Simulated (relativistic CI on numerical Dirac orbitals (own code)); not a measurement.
**Ga²⁷⁺: what numerical and physical settings do to a radial Dirac CI calculation**

Reference input:

```
atom Ga  Z=31  charge=27  electrons=4
nucleus A=69  rms_radius_fm=3.9973
hamiltonian dirac-coulomb  breit=on  qed=on  c_scale=1
orbitals kli  potential=per-configuration
slater_scale 1
correlation none
mixing on
grid step=0.0125 r_max=4.2
scf mixing=0.4 start=green max_iterations=150 tolerance=2e-08 node_fill=0.05
configurations
  [He] 2s2
  [He] 2s 2p
  [He] 2p2
end
```

Computed lowest total energy -1168.17846 Ha, first excitation 426141.1 cm⁻¹, 22 SCF steps. Runs with settings changed; * marks those that are bad on purpose:

| Changed | Outcome | Lowest level | ΔE (Ha) | First excitation (cm⁻¹) | SCF steps | Message |
| --- | --- | --- | --- | --- | --- | --- |
| nuclear radius 3.5976 fm, grid step 0.006, end of the grid at 2.1 bohr | converged | 2s² ¹S0 | -0.00198 | 426162.3 | 22 |  |
| grid step 0.006, nuclear radius 3.5976 fm | converged | 2s² ¹S0 | -0.00198 | 426162.3 | 22 |  |
| end of the grid at 12.6 bohr | converged | 2s² ¹S0 | 0 | 426141.1 | 22 |  |
| Slater scale 1.2 | converged | 2s² ¹S0 | -0.114 | 431748.4 | 22 |  |
| SCF tolerance 0.3 * | converged | 2s² ¹S0 | -0.000311 | 426136.3 | 9 |  |
| iteration limit 1 * | not converged |  |  |  | 1 | SCF of 1s2 2s2 did not converge |
